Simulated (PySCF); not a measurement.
# Fractional electron number in Zr²⁺ (zirconium, charge +2)

The 4d alpha orbital of [Kr] 4d2 is emptied in steps (occupation f), with all orbitals relaxed, ending at [Kr] 4d1. Calculation: PySCF 2.14, in def2-TZVP with the def2 core potential (28 electrons) (6s4p3d1f, 40 functions); a scalar-relativistic core potential. The exact energy is a straight line in f; departures are measured from the line between the end points of the same method.

Task: Among BHandHLYP, wB97X, HSE06, which shows the largest delocalisation error (convex curve), and which is closest to linear?

Result: Most convex: HSE06 (-1.045 eV at f = 0.5); closest to linear: wB97X (-0.313 eV).

| f | BHandHLYP (eV) | wB97X (eV) | HSE06 (eV) |
| --- | --- | --- | --- |
| 1 | 0.000 | 0.000 | 0.000 |
| 0.9 | -0.216 | -0.113 | -0.375 |
| 0.7 | -0.506 | -0.263 | -0.877 |
| 0.5 | -0.603 | -0.313 | -1.045 |
| 0.3 | -0.507 | -0.262 | -0.878 |
| 0.1 | -0.218 | -0.111 | -0.376 |
| 0 | 0.000 | 0.000 | 0.000 |

```json
{"method": "BHandHLYP", "E(f=0) − E(f=1) (eV)": "23.178", "−ε at f=1 (eV)": "20.776", "−ε at f=0.5 (eV)": "23.174"}
{"method": "wB97X", "E(f=0) − E(f=1) (eV)": "22.885", "−ε at f=1 (eV)": "21.638", "−ε at f=0.5 (eV)": "22.889"}
{"method": "HSE06", "E(f=0) − E(f=1) (eV)": "23.306", "−ε at f=1 (eV)": "19.144", "−ε at f=0.5 (eV)": "23.302"}
```

Reference removal energy between the ground levels: 23.170 eV (semi-empirical (NIST evaluation); NIST Atomic Spectra Database, ionization energies). The calculation has no spin-orbit coupling.
